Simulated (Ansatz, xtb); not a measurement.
## A geometry optimisation of AlF2H3P− with r2SCAN-D4/def2-SVPD

The starting geometry of this gas-phase singlet has its atoms placed at random.

| atom | x (Å) | y (Å) | z (Å) |
| --- | --- | --- | --- |
| Al | 0.5925 | -0.3033 | 0.9080 |
| F | -0.1786 | -1.1513 | -1.5415 |
| F | -0.6763 | 1.7482 | -0.1174 |
| P | -1.7821 | -0.0383 | -0.9220 |
| H | -0.4836 | -1.0896 | 1.9271 |
| H | 0.6630 | -1.9605 | 0.8354 |
| H | -0.6956 | 0.7034 | 1.2392 |

Task: Guess where an optimisation with r2SCAN-D4/def2-SVPD ends from this start.

Result: It ends as a structure given below by its coordinates. Contacts that close: Al1–P4 (3.01 → 2.45 Å), F2–P4 (2.05 → 1.68 Å), F3–P4 (2.25 → 1.68 Å).

The energy falls by 7.15 eV over 18 steps:

| step | E − E(last) (eV) |
| --- | --- |
| 1 | 7.148 |
| 3 | 3.892 |
| 5 | 1.264 |
| 7 | 0.218 |
| 9 | 0.065 |
| 10 | 0.061 |
| 12 | 0.047 |
| 14 | 0.030 |
| 16 | 0.002 |
| 18 | 0.000 |

Final geometry (Å):

| atom | x (Å) | y (Å) | z (Å) |
| --- | --- | --- | --- |
| Al | -0.0517 | -0.5466 | 1.2462 |
| F | -1.1987 | -1.0384 | -1.7320 |
| F | -0.3503 | 1.2911 | -1.3913 |
| P | -1.4138 | 0.2245 | -0.6409 |
| H | -0.9470 | -1.7562 | 1.8784 |
| H | 1.4165 | -1.0206 | 0.7381 |
| H | -0.0157 | 0.7549 | 2.2302 |

From the same start GFN2-xTB reaches the same bonding as this run.

From so rough a start the end depends on the optimiser's path, so another program may land elsewhere. The end wasn't checked by frequencies. Run with Ansatz 0.2.0, 47 s on 2 threads of Intel(R) Xeon(R) Platinum 8259CL CPU @ 2.50GHz (Skylake/Cascade Lake), on a shared host.
